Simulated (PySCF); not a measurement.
Chain-length series, n-germane H/H (end groups after the name). Isolated molecules, 0 K electronic values unless said otherwise. One relaxed conformer stands for each flexible species; it need not be the lowest. Strings in code marks are SMILES.

All values below come from PySCF with ωB97X-D3(BJ)/def2-TZVP // PBE0-D3(BJ)/def2-SVP. Excitations are Tamm–Dancoff values on a coarser integration grid. The basis has no diffuse functions, so Rydberg states are missing or too high.

```tsv
species	S1 oscillator strength	S1–T1 gap (TDA) (eV)	hole reorganisation energy (four-point) (eV)	HOMO (eV)	brightest of the four lowest singlets (TDA) (eV)
n = 2 (`[GeH3][GeH3]`)	0.037	1.05	2.130	-10.48	8.29
n = 3 (`[GeH3][GeH2][GeH3]`)	0.429	1.05	1.632	-10.03	7.31
n = 6 (`[GeH3][GeH2][GeH2][GeH2][GeH2][GeH3]`)	2.29	0.86	1.240	-9.20	6.15
```
